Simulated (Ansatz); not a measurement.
A nudged elastic band was laid between two geometries of H3MgNOSi (7 atoms, charge 0, multiplicity 1).

Computed with Ansatz, RKS PBE0-D4/def2-SVP.

| Property | Result |
| --- | --- |
| movable images | 7 |
| climbing image | yes |
| spring | 5.0 eV/Å² |
| optimiser | quadratic models (default) |
| start path | through a guess of the saddle point |
| force threshold | 0.05 eV/Å |
| iteration limit | 58 |
| end points | relaxed |

Image 0:

```xyz
7
Properties=species:S:1:pos:R:3
O -1.194 1.599 1.262
Si -0.048 0.434 1.025
N 0.265 -0.362 -0.304
Mg 0.814 -1.426 -1.749
H -1.723 1.798 0.480
H 0.594 0.337 2.357
H 1.294 -2.379 -3.070
```

Image 8:

```xyz
7
Properties=species:S:1:pos:R:3
O -1.357 1.535 0.690
Si -0.131 0.437 0.828
N 0.422 -0.511 -0.304
Mg 0.906 -1.533 -1.802
H -1.569 2.035 1.486
H 0.354 0.516 2.235
H 1.374 -2.478 -3.132
```

Problem. Which bonds break or form, and what moves?

Solution. No bond is made or broken. The dihedral H5–O1–Si2–N3 goes from 0 to 180°.

Problem. Give the energies along the band, and the barrier.

Solution. The forces met the threshold. The highest image is number 4 of 0 to 8, 6.7 kcal/mol above the first end and 3.6 kcal/mol above the last; the last end lies 3.1 kcal/mol above the first. A vibrational analysis at the climbing image gives one clearly imaginary mode, 432i cm⁻¹: a first-order saddle point.

```csv
image,path coordinate (Å),energy (kcal/mol),dihedral H5–O1–Si2–N3 (°)
0,0.00,0.0,0
1,0.25,0.5,11
2,0.51,2.9,38
3,0.76,5.6,69
4,1.01,6.7,98
5,1.23,6.0,120
6,1.45,4.7,142
7,1.66,3.5,163
8,1.88,3.1,180
```

Problem. What is the geometry of the highest image?

Solution. 
```xyz
7
Properties=species:S:1:pos:R:3
O -0.986 1.833 0.879
Si -0.071 0.458 0.906
N 0.312 -0.474 -0.310
Mg 0.879 -1.491 -1.785
H -1.920 1.826 1.105
H 0.392 0.276 2.308
H 1.394 -2.428 -3.103
```

Problem. What are the harmonic wavenumbers there?

Solution. 432i, 54, 108, 329, 362, 371, 497, 502, 644, 879, 911, 1332, 1630, 2260, 3951 cm⁻¹.

Time of the run: 4.2 min on 1 thread of Arm Neoverse V2, with other jobs on the host, peak memory 0.25 GiB.
